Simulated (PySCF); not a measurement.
SMILES OCc1cccc2ccccc12, C11H10O

Molfile (atoms numbered from 1):
```
C11H10O
     RDKit          3D

 22 23  0  0  0  0  0  0  0  0999 V2000
    2.6100   -1.7371   -1.0247 O   0  0  0  0  0  0  0  0  0  0  0  0
    2.4457   -0.9263    0.1117 C   0  0  0  0  0  0  0  0  0  0  0  0
    1.3095    0.0587    0.0112 C   0  0  0  0  0  0  0  0  0  0  0  0
    1.5542    1.4049    0.1875 C   0  0  0  0  0  0  0  0  0  0  0  0
    0.5147    2.3602    0.1330 C   0  0  0  0  0  0  0  0  0  0  0  0
   -0.7766    1.9570   -0.1001 C   0  0  0  0  0  0  0  0  0  0  0  0
   -1.0815    0.5843   -0.2926 C   0  0  0  0  0  0  0  0  0  0  0  0
   -2.4112    0.1486   -0.5260 C   0  0  0  0  0  0  0  0  0  0  0  0
   -2.6960   -1.1842   -0.7059 C   0  0  0  0  0  0  0  0  0  0  0  0
   -1.6563   -2.1394   -0.6669 C   0  0  0  0  0  0  0  0  0  0  0  0
   -0.3546   -1.7505   -0.4467 C   0  0  0  0  0  0  0  0  0  0  0  0
   -0.0283   -0.3826   -0.2452 C   0  0  0  0  0  0  0  0  0  0  0  0
    2.5926   -1.1643   -1.7992 H   0  0  0  0  0  0  0  0  0  0  0  0
    3.3726   -0.3708    0.3535 H   0  0  0  0  0  0  0  0  0  0  0  0
    2.2664   -1.6188    0.9514 H   0  0  0  0  0  0  0  0  0  0  0  0
    2.5780    1.7382    0.3809 H   0  0  0  0  0  0  0  0  0  0  0  0
    0.7452    3.4181    0.2785 H   0  0  0  0  0  0  0  0  0  0  0  0
   -1.5894    2.6868   -0.1411 H   0  0  0  0  0  0  0  0  0  0  0  0
   -3.2085    0.8959   -0.5588 H   0  0  0  0  0  0  0  0  0  0  0  0
   -3.7246   -1.5070   -0.8836 H   0  0  0  0  0  0  0  0  0  0  0  0
   -1.8871   -3.1964   -0.8199 H   0  0  0  0  0  0  0  0  0  0  0  0
    0.4487   -2.4877   -0.4590 H   0  0  0  0  0  0  0  0  0  0  0  0
  1  2  1  0
  2  3  1  0
  3  4  2  0
  4  5  1  0
  5  6  2  0
  6  7  1  0
  7  8  2  0
  8  9  1  0
  9 10  2  0
 10 11  1  0
 11 12  2  0
 12  3  1  0
 12  7  1  0
  1 13  1  0
  2 14  1  0
  2 15  1  0
  4 16  1  0
  5 17  1  0
  6 18  1  0
  8 19  1  0
  9 20  1  0
 10 21  1  0
 11 22  1  0
M  END
```

The calculation used quadratic response CAM-B3LYP/def2-SVPD first hyperpolarisability, Taylor convention, gas phase (PySCF). Geometry: PBE0-D3(BJ)/def2-SVP.

Problem. Give the tensor of the second harmonic β(−2ω;ω,ω) at 1064 nm in the axes of these coordinates.

Solution. In au, Taylor convention; rows are the first index (the induced dipole):
```tsv
	xx	yy	zz	xy	xz	yz
x	-61.8	-16.5	-19.2	-0.1	+1.6	-4.0
y	+0.6	-39.7	-2.8	-16.1	-4.6	-21.1
z	+0.4	-20.8	+1.5	-4.5	-16.9	-3.6
```
Norm of βᵢ = ⅓ Σⱼ (βᵢⱼⱼ + βⱼᵢⱼ + βⱼⱼᵢ): 106.5 au, hyper-Rayleigh value 41.1 au.
